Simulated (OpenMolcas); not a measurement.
## Mo3+: moving or changing the point charges

Mo3+ among 6 point charges of -1 e arranged as a trigonal antiprism (D3d), 2.17 Å from the ion, with a polar angle of 51.5° against the regular 54.74°.

```yaml
Program: OpenMolcas
Method: "SS-CASPT2, IPEA 0.25 Eh, imaginary shift 0.1 Eh (closed shells correlated: 4s 4p)"
Basis: ANO-RCC-VDZP [6s5p3d1f]
Scalar_Hamiltonian: DKH2, point nucleus
Active_space: 3 electrons in 5 orbitals (4d)
State_averaging: 2S+1 = 4 even, 10 roots; 2S+1 = 2 even, 40 roots
Spin-orbit_coupling: RASSI with atomic mean-field integrals over the reference wave functions
```

Runs around this geometry, states (labels of D3, the rotations of D3d). Energies in cm-1 above the lowest state or level, χT in cm3 K/mol.

```
R (Å)  q (e)  Polar angle / regular  Ground state  First state of that spin  First gap with spin-orbit (degeneracies)  χT at 300 K  First state of another spin
 2.17     -1                   0.86           4A2                   4E 4500                                170 (2, 2)        1.163                     2E 12460
 2.17  -0.65                   0.94           4A2                   4E 2850                                100 (2, 2)        0.910                     2E 12610
 2.01     -1                   0.94           4A2                   4E 6780                                 56 (2, 2)        1.392                     2E 12670
 2.17     -1                   0.94           4A2                   4E 4680                                 79 (2, 2)        1.206                     2E 12690
 2.29     -1                   0.94           4A2                   4E 3560                                100 (2, 2)        1.045                     2E 12650
```

Taking the first state of the same spin as R^-n, n = -ln(3560 / 6780) / ln(2.29 / 2.01) = 4.9 between the shortest and longest distance.

Scaling the charges by -0.65 / -1 = 0.65 scales the first state of the same spin by 2850 / 4680 = 0.61; with fixed orbitals a first-order splitting would follow the charge.

Roots that are degenerate in the reference are averaged as groups; the widest CASPT2 spread within a group is 81 cm-1 (the 2-fold group of multiplicity 4 near 13400 cm-1 above the lowest state of its run, R = 2.17, q = -0.65, ratio = 0.94). Shifts and gaps below about the spread of the groups concerned are not significant. Free-ion shares, where given, are those of the reference states; single-state CASPT2 does not remix them. Point charges carry no covalency, so the field is a model and not that of real ligands. No measured value stands beside these numbers.
